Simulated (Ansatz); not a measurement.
Geometry optimisation, RHF/def2-SVP in Ansatz 0.2.0.

Input:

```yaml
crystal:
  periodic: [false, false, false]
  atoms:
    - { symbol: B, position_ang: [0.054576, 0.444559, -0.428662] }
    - { symbol: O, position_ang: [-0.105002, 0.027375, 2.156505] }
    - { symbol: H, position_ang: [-1.046442, 0.120657, 2.184934] }
    - { symbol: O, position_ang: [1.218009, -0.225237, -0.624795] }
    - { symbol: H, position_ang: [1.140192, -1.093784, -0.985024] }
    - { symbol: "N", position_ang: [-1.205864, -0.006515, -0.872789] }
    - { symbol: H, position_ang: [-1.366922, -0.892449, -1.305865] }
    - { symbol: H, position_ang: [-2.030298, 0.548171, -0.78206] }
    - { symbol: H, position_ang: [0.135084, 1.529957, 0.067634] }
    - { symbol: H, position_ang: [0.215467, 0.876168, 1.815821] }
basis:
  gaussian: { orbitals: def2-SVP }
hamiltonian:
  xc: hf
relax:
  f_tol: 0.03
  max_steps: 50
```

Run as:

```bash
$ ansatz run input.yaml --threads 1 --pin off --max-ram 2048MiB --backend cpu --events-out ev --progress --plain --runs-dir out
```

Where does it end, and by what steps?

The forces met the threshold. After 30 steps the energy has fallen by 0.294 eV; H3 moved furthest, 1.42 Å.

```csv
step,energy less start (eV),largest force component (eV/Å),accepted
0,0.0000,1.245,yes
2,-0.1768,0.571,yes
4,-0.1938,0.235,yes
6,-0.2035,0.302,yes
8,-0.2102,0.219,yes
10,-0.2252,0.489,yes
12,-0.2367,0.366,yes
14,-0.2517,0.569,yes
16,-0.2719,0.115,yes
18,-0.2440,1.955,no
20,-0.2835,0.573,yes
22,-0.2709,0.489,no
24,-0.2899,0.324,no
26,-0.2929,0.059,yes
28,-0.2935,0.111,yes
30,-0.2939,0.025,yes
```

```xyz
10
Properties=species:S:1:pos:R:3
B -0.256 0.563 -0.605
O -0.085 -0.057 2.685
H -0.097 0.853 2.939
O 0.864 -0.086 -0.164
H 0.955 -0.980 -0.455
N -1.226 -0.040 -1.416
H -1.209 -0.994 -1.712
H -2.045 0.451 -1.706
H -0.386 1.709 -0.273
H 0.494 -0.090 1.934
```

Whether the end is a true minimum wasn't checked by a vibrational analysis.

Run time: 46 s on 1 thread of Arm Neoverse V1, on a shared host, peak memory 0.14 GiB.
